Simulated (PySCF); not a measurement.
A series of related molecules

Computed with TDDFT CAM-B3LYP/aug-cc-pVDZ excited states, vertical, gas phase (PySCF 2.14.0). Geometry: PBE0-D3(BJ)/def2-SVP.

Each molecule in one low-energy conformer.

(1) How does the largest two-photon cross section among the few lowest singlets (linear parallel light, single beam, Lorentzian half width 0.1 eV, states within 0.08 eV summed) change along this series?
- CCCc1cccnc1 (H on C replaced by nPr)
- CCc1cccnc1 (H on C replaced by C2H5)
- NCc1cccnc1 (H on C replaced by CH2NH2)
- CC(=O)c1cccnc1 (H on C replaced by COCH3)
- N#Cc1cccnc1 (H on C replaced by CN)
- CC(=O)Oc1cccnc1 (H on C replaced by OCOCH3)
- O=Cc1cccnc1 (H on C replaced by CHO)

Results:

(1) 
```
       molecule  S1 (eV)  f(S1)  largest σ (GM)  at photon λ (nm)
    CCCc1cccnc1     5.02  0.004             1.2               366
     CCc1cccnc1     5.02  0.005             1.8               379
     NCc1cccnc1     4.96  0.006             2.1               407
 CC(=O)c1cccnc1     3.95  0.000             1.0               438
    N#Cc1cccnc1     4.82  0.001             0.8               363
CC(=O)Oc1cccnc1     5.09  0.005             0.8               377
    O=Cc1cccnc1     3.79  0.000             0.7               438
```
The largest two-photon cross section among the few lowest singlets (linear parallel light, single beam, Lorentzian half width 0.1 eV, states within 0.08 eV summed) is lowest for O=Cc1cccnc1 and highest for NCc1cccnc1.
